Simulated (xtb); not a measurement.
AlCl$_{2}$ (SMILES [Cl][Al][Cl]), doublet, from a rough starting geometry (GFN-xTB shapes and energies of metal compounds can be far from the true ones) (the spin is typed, not shown lowest); GFN2-xTB in xtb 6.7.1.

Here is a job for xtb.
```
$ xtb mol.xyz --gfn 2 --uhf 1 --opt vtight --json

# file mol.xyz
3

Al     0.42465468    -0.00791720     0.47875389
Cl     1.11707645     0.33507665    -1.42030997
Cl    -1.60140331    -0.31630420     1.01758011
```

Problem. Write the output that xtb gives for this input, abridged.

Solution. 
```
   ID    Z sym.   atoms
    1   13 Al     1
    2   17 Cl     2, 3

           -------------------------------------------------
          |                Calculation Setup                |
           -------------------------------------------------

           -------------------------------------------------
          |                 G F N 2 - x T B                 |
           -------------------------------------------------

          ...................................................
          :                      SETUP                      :
          :.................................................:
          :  # basis functions                  30          :
          :  # atomic orbitals                  27          :
          :  # shells                            9          :
          :  # electrons                        17          :
          :  max. iterations                   250          :
          :  Hamiltonian                  GFN2-xTB          :
          :  restarted?                      false          :
          :  GBSA solvation                  false          :
          :  PC potential                    false          :
          :  electronic temp.          300.0000000     K    :
          :  accuracy                    1.0000000          :
          :  -> integral cutoff          0.2500000E+02      :
          :  -> integral neglect         0.1000000E-07      :
          :  -> SCF convergence          0.1000000E-05 Eh   :
          :  -> wf. convergence          0.1000000E-03 e    :
          :  Broyden damping             0.4000000          :
          :  net charge                          0          :
          :  unpaired electrons                  1          :
          ...................................................

 iter      E             dE          RMSdq      gap      omega  full diag
   1    -10.2589381 -0.102589E+02  0.162E+01    2.20       0.0  T
   2    -10.2679582 -0.902010E-02  0.982E+00    2.60       1.0  T
   3    -10.2694225 -0.146438E-02  0.184E+00    3.42       1.0  T
   4    -10.2707845 -0.136193E-02  0.593E-01    3.22       1.0  T
   5    -10.2709098 -0.125288E-03  0.493E-01    3.18       1.0  T
   6    -10.2709695 -0.597113E-04  0.220E-01    3.17       1.0  T
   7    -10.2709784 -0.889686E-05  0.115E-01    3.18       1.0  T
   8    -10.2709859 -0.749706E-05  0.106E-01    3.18       1.0  T
   9    -10.2709899 -0.399382E-05  0.392E-02    3.18       1.5  T
[...]
         :: total energy             -10.254518825416 Eh    ::
 * total energy  :   -10.2545188 Eh     change       -0.2448353E-10 Eh
 * total energy  :   -10.2557987 Eh     change       -0.1279879E-02 Eh
 * total energy  :   -10.2558427 Eh     change       -0.4398003E-04 Eh
 * total energy  :   -10.2558442 Eh     change       -0.1503776E-05 Eh
 * total energy  :   -10.2558447 Eh     change       -0.5603528E-06 Eh
 * total energy  :   -10.2558448 Eh     change       -0.2773037E-08 Eh
   *** GEOMETRY OPTIMIZATION CONVERGED AFTER 6 ITERATIONS ***
         :: total energy             -10.255844751446 Eh    ::
[...]
        17                          0.0117429               0.3195
        18                          0.0142840               0.3887
        19                          0.0142915               0.3889
        20                          0.0161642               0.4398
       ...                                ...                  ...
        27                          0.9323097              25.3694
      -------------------------------------------------------------
                  HL-Gap            0.1158733 Eh            3.1531 eV
             Fermi-level           -0.3294180 Eh           -8.9639 eV

     #   Z          covCN         q      C6AA      α(0)
     1  13 Al       1.537     0.334   199.538    34.783
     2  17 Cl       0.769    -0.167   104.215    15.616
     3  17 Cl       0.769    -0.167   104.215    15.616

 Mol. C6AA /au·bohr⁶  :       1140.222019
 Mol. C8AA /au·bohr⁸  :      69641.511567
 Mol. α(0) /au        :         66.015031

Wiberg/Mayer (AO) data.
largest (>0.10) Wiberg bond orders for each atom

 ---------------------------------------------------------------------------
     #   Z sym  total        # sym  WBO       # sym  WBO       # sym  WBO
 ---------------------------------------------------------------------------
     1  13 Al   2.731 --     3 Cl   1.365     2 Cl   1.365
     2  17 Cl   1.429 --     1 Al   1.365
     3  17 Cl   1.429 --     1 Al   1.365
 ---------------------------------------------------------------------------

Topologies differ in total number of bonds
Writing topology from bond orders to xtbtopo.mol

molecular dipole:
                 x           y           z       tot (Debye)
 q only:        0.374      -0.014       0.410
   full:        0.228      -0.008       0.250       0.860
molecular quadrupole (traceless):
                xx          xy          yy          xz          yz          zz
 q only:       -1.226      -0.792       1.699       3.194       0.707      -0.473
  q+dip:       -0.571      -0.424       0.681       1.982       0.359      -0.110
   full:       -1.531      -0.892       2.366       3.054       0.833      -0.835

optimized geometry written to: xtbopt.xyz

           -------------------------------------------------
          | TOTAL ENERGY              -10.255844751446 Eh   |
          | GRADIENT NORM               0.000021808872 Eh/α |
          | HOMO-LUMO GAP               3.153073198666 eV   |
           -------------------------------------------------

normal termination of xtb
```
